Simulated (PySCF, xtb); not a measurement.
CaO, SMILES [O]=[Ca].

GFN2-xTB (xtb) at its own geometry gives an orbital gap of 1.51 eV and a dipole moment of 6.89 D.

Coordinates come from a PBE0-D3(BJ)/def2-TZVPD optimisation.

### Question
What does B3LYP/def2-TZVPD run with PySCF give? (An estimate is asked for; the answer gives what the named calculation found.)

### Answer
gap 2.51 eV (levels -4.72 and -2.21 eV), dipole 8.72 D.
